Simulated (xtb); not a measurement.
Input for xtb: GFN2-xTB on FGaH2 (SMILES [F][GaH2]), a point of a bond scan (R = 3.579 Å).

```
$ xtb mol.xyz --gfn 2 --sp --chrg 0 --uhf 0
4

Ga    -0.15314797    -0.29827289     0.09911006
H      1.63376239    -2.04526289     2.66154926
H     -1.47626948    -0.60250567    -0.66151679
F      0.62223187     1.21186655    -0.40267879
```

Question: What total energy does the run end on?

Answer: -6.8815 hartree.
